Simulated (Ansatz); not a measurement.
Steps of a relaxation of CH6ClGeNO, SMILES `C[O][GeH]([NH2])[Cl]` with RKS PBE0-D4/def2-TZVP.

```sh
$ ansatz run in.yaml --threads 2 --pin off --events-out ev --progress --plain --max-ram 32768MiB --backend cuda --devices 0, --max-vram 18GiB
```

```yaml
crystal:
  periodic: [false, false, false]
  atoms:
    - {symbol: C, position_ang: [-0.851989, 0.777280, 1.415583]}
    - {symbol: O, position_ang: [-0.772336, 0.912465, 0.005228]}
    - {symbol: Ge, position_ang: [0.634824, 0.184283, -0.825178]}
    - {symbol: N, position_ang: [0.450552, -1.637749, -0.710885]}
    - {symbol: Cl, position_ang: [0.480475, 0.986637, -2.846288]}
    - {symbol: H, position_ang: [-1.774855, 1.292327, 1.754559]}
    - {symbol: H, position_ang: [0.010889, 1.251645, 1.942153]}
    - {symbol: H, position_ang: [-0.908683, -0.286414, 1.744204]}
    - {symbol: H, position_ang: [1.991259, 0.604894, -0.206977]}
    - {symbol: H, position_ang: [-0.424547, -1.978883, -1.127115]}
    - {symbol: H, position_ang: [1.229712, -2.163585, -1.124685]}
basis:
  gaussian: {orbitals: def2-TZVP}
hamiltonian: {xc: pbe0, dispersion: d4}
relax: {f_tol: 0.005, max_steps: 150}
```

Positions (Å) and forces (eV/Å) along the path, 11 of 11 steps:

```xyz
11
step=1 energy=-73700.7640 eV
C    -0.852    0.777    1.416   -0.035   -0.039    0.442
O    -0.772    0.912    0.005    0.498   -0.267    0.016
Ge    0.635    0.184   -0.825   -0.347    0.068    0.091
N     0.451   -1.638   -0.711   -0.040   -0.128   -0.571
Cl    0.480    0.987   -2.846    0.029   -0.197    0.473
H    -1.775    1.292    1.755    0.467   -0.257   -0.234
H     0.011    1.252    1.942   -0.423   -0.228   -0.342
H    -0.909   -0.286    1.744    0.031    0.536   -0.251
H     1.991    0.605   -0.207   -0.242   -0.039   -0.138
H    -0.425   -1.979   -1.127    0.540    0.211    0.253
H     1.230   -2.164   -1.125   -0.480    0.340    0.262
11
step=2 energy=-73700.8120 eV
C    -0.845    0.773    1.409   -0.038   -0.010    0.179
O    -0.764    0.914    0.006    0.275   -0.137   -0.051
Ge    0.632    0.181   -0.808   -0.257    0.030    0.045
N     0.441   -1.631   -0.709    0.016    0.008   -0.198
Cl    0.473    0.966   -2.806    0.008   -0.027    0.031
H    -1.760    1.279    1.740    0.141   -0.082   -0.052
H     0.010    1.242    1.925   -0.136   -0.069   -0.095
H    -0.898   -0.283    1.720    0.003    0.165   -0.066
H     1.978    0.615   -0.213   -0.027   -0.025    0.008
H    -0.419   -1.964   -1.135    0.138    0.064    0.094
H     1.217   -2.149   -1.110   -0.122    0.082    0.105
11
step=3 energy=-73700.8179 eV
C    -0.840    0.764    1.407   -0.016   -0.004    0.007
O    -0.750    0.924    0.006    0.039   -0.004   -0.051
Ge    0.625    0.190   -0.820   -0.037    0.003    0.087
N     0.436   -1.614   -0.701    0.004    0.029   -0.072
Cl    0.470    0.964   -2.818   -0.013   -0.001   -0.010
H    -1.747    1.271    1.738   -0.027    0.013    0.007
H     0.012    1.217    1.928    0.021    0.006    0.006
H    -0.905   -0.290    1.698    0.004   -0.021   -0.003
H     1.968    0.613   -0.219    0.039    0.012   -0.009
H    -0.417   -1.956   -1.123   -0.024   -0.024    0.012
H     1.214   -2.140   -1.075    0.011   -0.010    0.027
11
step=4 energy=-73700.8190 eV
C    -0.841    0.763    1.406   -0.008   -0.001   -0.002
O    -0.745    0.929    0.007   -0.003    0.018   -0.005
Ge    0.626    0.193   -0.817    0.006   -0.028    0.015
N     0.433   -1.611   -0.705    0.010    0.022   -0.033
Cl    0.463    0.962   -2.816   -0.007    0.009   -0.016
H    -1.749    1.270    1.737   -0.021    0.010    0.005
H     0.011    1.213    1.931    0.016    0.008    0.012
H    -0.906   -0.292    1.692   -0.002   -0.022    0.003
H     1.975    0.615   -0.225    0.013   -0.004   -0.007
H    -0.418   -1.957   -1.127   -0.011   -0.008    0.008
H     1.215   -2.142   -1.064    0.006   -0.004    0.020
11
step=5 energy=-73700.8199 eV
C    -0.842    0.760    1.406    0.004   -0.005   -0.012
O    -0.735    0.944    0.008   -0.030    0.025    0.036
Ge    0.628    0.197   -0.820    0.051   -0.022   -0.035
N     0.430   -1.604   -0.704    0.012   -0.003   -0.007
Cl    0.452    0.966   -2.819   -0.005    0.002    0.000
H    -1.749    1.268    1.736   -0.004    0.001   -0.002
H     0.010    1.199    1.942   -0.003    0.001    0.005
H    -0.914   -0.299    1.676   -0.003   -0.002    0.003
H     1.987    0.615   -0.243   -0.011   -0.012   -0.005
H    -0.418   -1.958   -1.126    0.006    0.001    0.003
H     1.217   -2.145   -1.036   -0.015    0.015    0.013
11
step=6 energy=-73700.8204 eV
C    -0.842    0.756    1.404    0.010   -0.005   -0.025
O    -0.720    0.963    0.010   -0.019    0.013    0.055
Ge    0.632    0.204   -0.825    0.032   -0.005   -0.039
N     0.427   -1.595   -0.700    0.017   -0.028    0.010
Cl    0.435    0.968   -2.825    0.003   -0.003    0.011
H    -1.750    1.265    1.733    0.002   -0.003   -0.003
H     0.007    1.180    1.956   -0.014   -0.006   -0.003
H    -0.925   -0.307    1.656    0.000    0.013   -0.001
H     2.000    0.612   -0.263   -0.016   -0.005   -0.008
H    -0.417   -1.957   -1.122    0.009    0.004   -0.004
H     1.219   -2.145   -1.004   -0.026    0.024    0.006
11
step=7 energy=-73700.8206 eV
C    -0.843    0.752    1.403    0.007   -0.003   -0.027
O    -0.710    0.977    0.013    0.003   -0.005    0.036
Ge    0.634    0.208   -0.829    0.020    0.017   -0.016
N     0.425   -1.589   -0.693    0.005   -0.021    0.012
Cl    0.429    0.967   -2.829   -0.007   -0.006    0.003
H    -1.751    1.262    1.732    0.000   -0.001    0.000
H     0.004    1.165    1.967   -0.010   -0.005   -0.006
H    -0.933   -0.313    1.641    0.003    0.013   -0.002
H     2.008    0.613   -0.283   -0.009   -0.005    0.006
H    -0.416   -1.955   -1.117    0.002    0.001   -0.005
H     1.218   -2.143   -0.985   -0.013    0.016   -0.001
11
step=8 energy=-73700.8208 eV
C    -0.843    0.750    1.401    0.003    0.002   -0.020
O    -0.699    0.989    0.015    0.022   -0.016    0.016
Ge    0.638    0.212   -0.831   -0.033    0.011    0.014
N     0.423   -1.584   -0.685   -0.006   -0.004    0.011
Cl    0.417    0.960   -2.834    0.006    0.001    0.004
H    -1.752    1.258    1.729   -0.001    0.000    0.002
H     0.001    1.154    1.976   -0.005   -0.003   -0.007
H    -0.937   -0.318    1.627    0.004    0.008   -0.004
H     2.015    0.611   -0.289    0.005    0.007   -0.006
H    -0.416   -1.949   -1.114   -0.003    0.000   -0.005
H     1.216   -2.138   -0.975    0.008   -0.004   -0.005
11
step=9 energy=-73700.8208 eV
C    -0.842    0.750    1.402    0.001    0.001   -0.012
O    -0.700    0.987    0.015    0.010   -0.008    0.008
Ge    0.637    0.211   -0.830   -0.013    0.007    0.006
N     0.423   -1.586   -0.685   -0.006    0.002    0.006
Cl    0.421    0.961   -2.832    0.001   -0.001    0.000
H    -1.752    1.257    1.729   -0.001    0.000    0.001
H     0.000    1.157    1.975   -0.002   -0.001   -0.002
H    -0.934   -0.317    1.629    0.001    0.003   -0.001
H     2.014    0.612   -0.289    0.004    0.001    0.000
H    -0.417   -1.950   -1.115   -0.002    0.000   -0.002
H     1.216   -2.139   -0.978    0.007   -0.004   -0.003
11
step=10 energy=-73700.8208 eV
C    -0.842    0.751    1.402    0.003   -0.001    0.002
O    -0.699    0.988    0.016    0.000    0.002   -0.003
Ge    0.637    0.211   -0.830    0.005   -0.002    0.002
N     0.421   -1.586   -0.685   -0.008   -0.006   -0.007
Cl    0.420    0.960   -2.832    0.000    0.000    0.000
H    -1.754    1.255    1.729    0.000    0.000    0.000
H    -0.001    1.160    1.976   -0.001    0.000    0.000
H    -0.931   -0.317    1.630    0.000    0.000   -0.001
H     2.015    0.610   -0.290   -0.003    0.001   -0.001
H    -0.416   -1.949   -1.120    0.004    0.004    0.005
H     1.215   -2.139   -0.976    0.002    0.002    0.001
11
step=11 energy=-73700.8208 eV
C    -0.842    0.751    1.402   -0.002   -0.001    0.001
O    -0.698    0.988    0.016    0.001    0.000    0.000
Ge    0.638    0.210   -0.830   -0.001    0.000    0.001
N     0.421   -1.586   -0.685    0.001    0.001    0.000
Cl    0.421    0.960   -2.832    0.000   -0.001    0.000
H    -1.756    1.252    1.728    0.000    0.000    0.000
H    -0.003    1.163    1.977    0.000    0.000   -0.001
H    -0.928   -0.317    1.630    0.001    0.001    0.000
H     2.016    0.610   -0.290    0.001    0.000    0.000
H    -0.418   -1.949   -1.117   -0.001    0.000    0.000
H     1.214   -2.139   -0.978    0.000   -0.001    0.000
```

Run time 42 s (2 threads of an AMD EPYC 7R13 on a shared host and a share of an NVIDIA H100 80 GB); peak host memory 0.9 GiB.
